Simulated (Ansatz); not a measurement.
Ansatz (a program for electronic structure) input (B3LYP-D3(BJ)/def2-TZVP):

Ansatz 0.2 input:
```yaml
crystal:
  periodic: [false, false, false]
  atoms:
    - {symbol: C, position_ang: [-1.90414368, 0.95154624, 0.65010090]}
    - {symbol: C, position_ang: [-0.76825872, -0.06395172, 0.55618177]}
    - {symbol: C, position_ang: [-1.25997894, -1.34839133, -0.10460800]}
    - {symbol: C, position_ang: [0.39893085, 0.56618883, -0.22977850]}
    - {symbol: C, position_ang: [1.60953192, -0.33978327, -0.26856622]}
    - {symbol: O, position_ang: [2.71157359, 0.37493827, -0.97564123]}
    - {symbol: H, position_ang: [-2.28471042, 1.19184230, -0.33916357]}
    - {symbol: H, position_ang: [-1.57240921, 1.87004626, 1.12752901]}
    - {symbol: H, position_ang: [-2.72064614, 0.54316339, 1.23742377]}
    - {symbol: H, position_ang: [-0.42080722, -0.29456737, 1.56831059]}
    - {symbol: H, position_ang: [-2.16073069, -1.69183996, 0.39529018]}
    - {symbol: H, position_ang: [-1.50472495, -1.17388275, -1.14925795]}
    - {symbol: H, position_ang: [-0.52521268, -2.14682966, -0.04031610]}
    - {symbol: H, position_ang: [0.06370991, 0.77971547, -1.24538598]}
    - {symbol: H, position_ang: [0.66476873, 1.50936717, 0.25530241]}
    - {symbol: H, position_ang: [1.93683894, -0.61096003, 0.73712755]}
    - {symbol: H, position_ang: [1.42434803, -1.23589021, -0.86027312]}
    - {symbol: H, position_ang: [3.56209309, -0.10694742, -0.90459574]}
    - {symbol: H, position_ang: [2.78494344, 1.28575542, -0.61413077]}
basis:
  gaussian:
    orbitals: def2-TZVP
hamiltonian:
  xc: b3lyp
  dispersion: d3bj
total_charge: 1
relax: {f_tol: 0.002, max_steps: 150}
```

End of the output:

```
integrals: 0.21 GiB planned
1623 factors; their error is unknown
0.36 GiB of the device are held for the grids
1.52 GiB of device memory are held for the factors and their scratch space
mean field: 1.60 GiB planned
mean field evaluation 96: about -7439.7407 eV, gradient 1.1e-4 eV
mean field -7439.74065796 eV, -273.4054263425 hartree, gradient 1.9e-5 eV, S^2 0.000000; 1 other end points of the search recorded, 0 dependent functions left out
the calculation of the forces begins
reference -7439.74095399 eV, -273.4054372217 hartree; 25, 25 occupied and 239, 239 virtual orbitals, 1623 factors
Total energy: -7440.39159543 eV, -273.4293478535 hartree
Atom 0 at    -1.921363     0.962063     0.644415 Å, force     0.000005    -0.000144    -0.000052 eV/Å
Atom 1 at    -0.794003    -0.066212     0.555440 Å, force     0.000215    -0.000008     0.000105 eV/Å
Atom 2 at    -1.274107    -1.360794    -0.102641 Å, force    -0.000052    -0.000224     0.000126 eV/Å
Atom 3 at     0.399664     0.564824    -0.204696 Å, force     0.000009     0.000145    -0.000137 eV/Å
Atom 4 at     1.573540    -0.361580    -0.226823 Å, force    -0.000586    -0.000269     0.000261 eV/Å
Atom 5 at     2.738816     0.377639    -0.978104 Å, force     0.000774     0.000605    -0.000340 eV/Å
Atom 6 at    -2.294084     1.219044    -0.349556 Å, force     0.000023     0.000137    -0.000012 eV/Å
Atom 7 at    -1.593542     1.880245     1.134269 Å, force     0.000079     0.000080     0.000080 eV/Å
Atom 8 at    -2.754824     0.556902     1.217692 Å, force     0.000001    -0.000077    -0.000058 eV/Å
Atom 9 at    -0.457640    -0.292439     1.572852 Å, force    -0.000097     0.000114    -0.000028 eV/Å
Atom 10 at    -2.155557    -1.738009     0.414960 Å, force     0.000137     0.000029    -0.000066 eV/Å
Atom 11 at    -1.553081    -1.189883    -1.145341 Å, force    -0.000041    -0.000017    -0.000089 eV/Å
Atom 12 at    -0.526429    -2.156461    -0.074227 Å, force    -0.000105     0.000082     0.000001 eV/Å
Atom 13 at     0.093480     0.803088    -1.225939 Å, force    -0.000129    -0.000041     0.000044 eV/Å
Atom 14 at     0.674363     1.496718     0.300953 Å, force    -0.000029     0.000065    -0.000015 eV/Å
Atom 15 at     1.981126    -0.601612     0.752384 Å, force     0.000135    -0.000090     0.000042 eV/Å
Atom 16 at     1.451326    -1.243553    -0.846253 Å, force     0.000030    -0.000101     0.000039 eV/Å
Atom 17 at     3.594852    -0.089583    -0.964913 Å, force    -0.000109    -0.000231    -0.000001 eV/Å
Atom 18 at     2.852580     1.299123    -0.678923 Å, force    -0.000258    -0.000055     0.000101 eV/Å
Dipole moment:     1.789062     0.167058    -0.251608 e Å
```

It need not be the lowest isomer of its formula.
